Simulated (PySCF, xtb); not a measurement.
B(All)(H)2 (C3H7B), SMILES BCC=C.

GFN2-xTB (xtb) at its own geometry gives an orbital gap of 3.57 eV and a dipole moment of 0.70 D.

Geometry: PBE0-D3(BJ)/def2-SVP. The structure was generated by enumeration, and PubChem lists no compound with its InChIKey, so it may never have been made. Other conformers were not sampled.

**Question.** What does ωB97X/def2-TZVP (PySCF) give? (An estimate is asked for; the answer gives what the named calculation found.)

**Answer.** gap 10.57 eV (levels -9.59 and 0.98 eV), dipole 0.49 D.
